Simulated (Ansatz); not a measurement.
Reaction (ligand exchange at the Si–C bond): `COC(N)[SiH3]` + `[OH][GeH]([F])[SH]` → `[OH][GeH]([F])[S][SiH3]` + `COCN`

Calculated with Ansatz (gas phase, PBE0-D4/def2-TZVP geometries, no zero-point term in ΔE). CCSD(T)/CBS adds triple-zeta CCSD(T) − MP2 to the extrapolated MP2 energy (def2 sets, frozen cores). This one scheme is used for every species. Functionals use def2-TZVPP. B3LYP here is the variant with VWN-RPA as its local correlation; programs differ in this. For Ge outer-core shells are correlated without core-valence functions, which leaves a few kJ/mol of doubt a bond. Scalar relativity is left out up to krypton. Each species was taken in one conformer, which may not be the lowest.

| level | ΔE (kJ/mol) | difference from CCSD(T)/CBS |
| --- | --- | --- |
| PBE-D4 | -88.1 | 4.8 |
| r2SCAN-D4 | -93.0 | -0.1 |
| B3LYP-D4 | -89.4 | 3.5 |
| ωB97X-V | -91.1 | 1.8 |
| ωB97M-V | -90.5 | 2.4 |
| B2PLYP | -90.7 | 2.2 |
| PBE | -87.1 | 5.8 |
| r2SCAN | -93.0 | -0.1 |
| B3LYP | -87.4 | 5.5 |
| HF/def2-TZVPP | -98.5 | -5.6 |
| MP2/def2-TZVPP | -95.8 | -2.9 |
| SCS-MP2/def2-TZVPP | -93.8 | -0.9 |
| MP2/def2-QZVPP | -96.9 | -4.0 |
| SCS-MP2/def2-QZVPP | -94.9 | -2.0 |
| HF/CBS(def2) | -97.7 | -4.8 |
| CCSD/CBS(def2) | -93.3 | -0.4 |
| CCSD(T)/CBS | -92.9 | 0 |

Largest T1 diagnostic among the species: 0.012.

From PBE to PBE0 (25 % exact exchange), in def2-TZVPP and without D4, ΔE moves by −5.2 kJ/mol.
